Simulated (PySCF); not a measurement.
**Spin–spin coupling constants**

Cartesian coordinates in Å; atom numbers follow the order of the lines, from 1:
```xyz
15

C     3.0608    0.1480    0.0003
C     1.6689   -0.3221   -0.0337
C     0.7873   -1.3060   -0.1828
C     0.2762   -0.0001    0.0760
C    -0.7582    0.8421    0.2633
B    -2.2080    0.3410    0.2210
O    -3.2297    1.2447    0.3983
O    -2.4441   -1.0013    0.0060
H     3.2732    0.6177    0.9738
H     3.7774   -0.6673   -0.1709
H     3.2104    0.9273   -0.7638
H     0.5886   -2.3599   -0.3668
H    -0.5317    1.8964    0.4468
H    -4.1106    0.8634    0.3660
H    -3.3743   -1.2400   -0.0080
```

Indirect spin–spin couplings were computed at B3LYP/pcJ-1 (spin–dipole term only in couplings to heteroatoms) (PySCF 2.14.0 with density-fitted response routines) on a PBE0-D3(BJ)/def2-SVP structure, for the isolated molecule, without vibrational or relativistic corrections. Couplings are averaged over pairs made equivalent by symmetry, fast rotation or ring inversion, so a value needn't be that of the named pair in this geometry, while other rotamers aren't included; one pair stands for each set, and the list holds a selection of those of at least 1.5 Hz over up to four bonds, among pairs with at least one C or B or H atom (others weren't computed).

Isotopes: ¹³C, ¹H, ¹¹B, ¹⁷O. Couplings to quadrupolar nuclei such as 17O and 33S are rarely resolved in practice.

```tsv
pair	bonds	J (Hz)
C1, C2	1	?
C1, H9	1	?
C2, C3	1	40.0
C2, C4	1	23.3
C3, C4	1	26.2
C3, H12	1	235.2
C4, C5	1	90.5
C5, B6	1	?
C5, H13	1	157.5
B6, O7	1	?
O7, H14	1	?
C1, C3	2	-4.0
C3, C5	2	-1.7
C4, B6	2	2.3
C4, H12	2	1.7
C5, O7	2	?
B6, H14	2	-4.0
C2, H13	3	6.2
C3, B6	3	2.9
C3, H9	3	?
C4, H9	3	3.6
C5, H12	3	?
O7, H13	3	-3.1
O7, H15	3	-1.9
B6, H12	4	1.8
H12, H13	4	1.6
```

Problem. Estimate the withheld couplings, with signs.

Solution. 
- ¹J(C1,C2) = 56.1 Hz (bond length 1.470 Å)
- ¹J(C1,H9) = 137.0 Hz (bond length 1.102 Å, sp3 carbon)
- ¹J(C5,B6) = 102.1 Hz (bond length 1.535 Å)
- ¹J(B6,O7) = -3.2 Hz (bond length 1.376 Å)
- ¹J(O7,H14) = -79.3 Hz (bond length 0.960 Å)
- ²J(C5,O7) = -16.8 Hz (mean over equivalent pairs that range from -18.9 to -14.6 Hz in this conformer)
- ³J(C3,H9) = 7.2 Hz
- ³J(C5,H12) = -1.7 Hz (dihedral angle 1°)
